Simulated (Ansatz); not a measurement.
Wavefunction ladder for CH₃Cl₂STa (`[CH3][Ta](=[S])([Cl])[Cl]`)

Cartesian coordinates in Å:
```
C 0.994 0.316 -0.479
Ta -0.845 -0.280 0.398
S -1.212 1.230 1.874
Cl -2.417 -0.215 -1.252
Cl -0.486 -2.310 1.373
H 0.907 1.311 -0.926
H 1.789 0.353 0.272
H 1.270 -0.405 -1.259
```

The species carries charge 0 and has multiplicity 1. Correlated methods include outer-core shells of Ta, which these sets cover unevenly. Ta: def2 effective core potential. Geometry: relaxed with PBE0-D4/def2-TZVP. Frozen core, restricted reference, the Gaussian-basis code of Ansatz.

```csv
basis,HF (Eh),MP2 corr.,CCSD corr.,(T),CCSD(T) total
def2-SVP,-1412.27300,-0.84124,-0.85955,-0.03747,-1413.17002
def2-TZVPP,-1412.79334,-1.14505,-1.16603,-0.06463,-1414.02400
def2-QZVPP,-1412.83257,-1.25987,–,–,–
```
